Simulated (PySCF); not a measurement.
Bonds (- single, = double, # triple, : aromatic): C1-C2, C2#C3, C3-C4, C4-Si5, Si5-Si6, Si6-C7, C7-C8, C8=C9, C9-Cl10, C9-C4. C1 carries H11, H12, H13; C4 carries H14; Si5 carries H15, H16; Si6 carries H17, H18; C7 carries H19, H20; C8 carries H21. Stereochemistry as in CC#C[C@H]1[SiH2][SiH2]CC=C1Cl. H15, H17, H19 are cis to C3 on the ring; H16, H18, H20 are trans to C3 on the ring.

One averaged value for each set of equivalent atoms, single conformer, no relativistic terms, no solvent. Geometry from GFN2-xTB; NMR shieldings at PBE0/pcSseg-1/GIAO; PySCF 2.14.0 with density-fitted response routines.

Question: Predict the 2D correlation tables (HSQC, COSY, HMBC).

Answer: 

HSQC (one-bond C–H):
```tsv
δH	δC
6.23 (H21)	133.5 (C8)
3.46 (H14)	24.8 (C4)
2.41 (H19)	12.5 (C7)
2.13 (H20)	12.5 (C7)
2.00 (H11/H12/H13)	4.7 (C1)
```

COSY cross peaks (H two or three bonds apart, from the bond graph; peaks can be absent where the dihedral angle is near 90°):
```tsv
δH	δH
6.23 (H21)	2.41 (H19)
6.23 (H21)	2.13 (H20)
4.02 (H17)	4.01 (H15)
4.02 (H17)	3.99 (H16)
4.02 (H17)	3.67 (H18)
4.02 (H17)	2.41 (H19)
4.02 (H17)	2.13 (H20)
4.01 (H15)	3.99 (H16)
4.01 (H15)	3.67 (H18)
4.01 (H15)	3.46 (H14)
3.99 (H16)	3.67 (H18)
3.99 (H16)	3.46 (H14)
3.67 (H18)	2.41 (H19)
3.67 (H18)	2.13 (H20)
2.41 (H19)	2.13 (H20)
```

HMBC (two and three bonds, from the bond graph):
```tsv
δH	δC
6.23 (H21)	141.3 (C9), 24.8 (C4), 12.5 (C7)
4.02 (H17)	133.5 (C8), 24.8 (C4), 12.5 (C7)
4.01 (H15)	141.3 (C9), 82.0 (C3), 24.8 (C4), 12.5 (C7)
3.99 (H16)	141.3 (C9), 82.0 (C3), 24.8 (C4), 12.5 (C7)
3.67 (H18)	133.5 (C8), 24.8 (C4), 12.5 (C7)
3.46 (H14)	141.3 (C9), 133.5 (C8), 87.2 (C2), 82.0 (C3)
2.41 (H19)	141.3 (C9), 133.5 (C8)
2.13 (H20)	141.3 (C9), 133.5 (C8)
2.00 (H11/H12/H13)	87.2 (C2), 82.0 (C3)
```

References, each an isolated molecule treated in the same way: 1H, 13C against TMS.

Carbons that carry Cl, above all several Cl atoms, come out too deshielded, partly because spin–orbit coupling is missing. Shifts are as computed. Against solution values, carbons near 30 ppm lie about +3 ppm off and those near 130 ppm about +5 ppm; carbons on Cl a further +6 ppm. Of 1211 compounds with measured shifts, 218 miss one by over three times the rms of a fit or turn the order of signals round; such compounds aren't used in these exercises.
